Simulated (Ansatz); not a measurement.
The cation of `[CH]1=[CH][GeH2]1` at the neutral geometry.

```yaml
crystal:
  periodic: [false, false, false]
  atoms:
    - {symbol: C, position_ang: [-0.802782, -0.586621, -0.276414]}
    - {symbol: C, position_ang: [0.074109, 0.044900, -1.034634]}
    - {symbol: Ge, position_ang: [0.479495, 0.319734, 0.812278]}
    - {symbol: H, position_ang: [-1.677853, -1.209770, -0.418346]}
    - {symbol: H, position_ang: [0.259054, 0.185163, -2.093089]}
    - {symbol: H, position_ang: [0.114027, 1.641390, 1.490448]}
    - {symbol: H, position_ang: [1.615251, -0.462797, 1.474058]}
basis:
  gaussian: {orbitals: def2-TZVPP}
total_charge: 1
magnetization: {spin_polarized: true, initial_magnetization: 1}
correlation: {method: ccsd_t}
scf: {omitted_lower_state_checks: [cluster_reference]}
```

```sh
$ ansatz run in.yaml --threads 2 --pin off --events-out ev --progress --plain --max-ram 4352MiB
```

Output, abridged:

```
Functional definition: HF
1003 factors; integrals over basis functions are off by at most 1.1e-3 eV
mean field evaluation 1: about -58583.9418 eV, gradient 2.6e1 eV
mean field evaluation 2: about -58583.9493 eV, gradient 2.6e1 eV
mean field evaluation 4: about -58587.5375 eV, gradient 2.3e0 eV
mean field evaluation 8: about -58587.5877 eV, gradient 1.1e-1 eV
mean field evaluation 16: about -58587.5764 eV, gradient 2.5e-1 eV
mean field evaluation 32: about -58587.5459 eV, gradient 1.8e0 eV
mean field evaluation 64: about -58587.5810 eV, gradient 3.1e-1 eV
mean field -58587.58801515 eV, -2153.0541474631 hartree, gradient 3.4e-6 eV, S^2 0.763756; 9 other end points of the search recorded, 0 dependent functions left out
11 core orbitals not correlated: weight in the atoms' cores, before any rotation towards them, 1.000 or more for the frozen orbitals, at most 0.000 for the correlated occupied ones
reference -58587.58801515 eV, -2153.0541474631 hartree; 13, 12 occupied and 142, 143 virtual orbitals, 1003 factors
second order -14.68176904 eV of doubles, -0.00000000 eV of singles
cycle   1  -14.63796374 eV  change    4.4e-2 eV  update   9.7e-2
cycle   2  -15.15410651 eV  change   -5.2e-1 eV  update   3.1e-2
cycle   3  -15.24295883 eV  change   -8.9e-2 eV  update   1.5e-2
cycle   4  -15.24117167 eV  change    1.8e-3 eV  update   4.8e-3
cycle   5  -15.24137287 eV  change   -2.0e-4 eV  update   1.8e-3
cycle   6  -15.24142006 eV  change   -4.7e-5 eV  update   6.3e-4
cycle   7  -15.24140972 eV  change    1.0e-5 eV  update   1.9e-4
cycle   8  -15.24145863 eV  change   -4.9e-5 eV  update   6.8e-5
cycle   9  -15.24142813 eV  change    3.0e-5 eV  update   2.1e-5
cycle  10  -15.24141824 eV  change    9.9e-6 eV  update   6.7e-6
perturbative correction -0.70323911 eV, -0.0258435606 hartree
Total energy: -58603.53267249 eV, -2153.6401028129 hartree
Checks for a lower state left out: cluster_reference
```

Run time 85 s (2 threads of an Intel Xeon 6975P-C on a shared host); peak host memory 3.6 GiB.
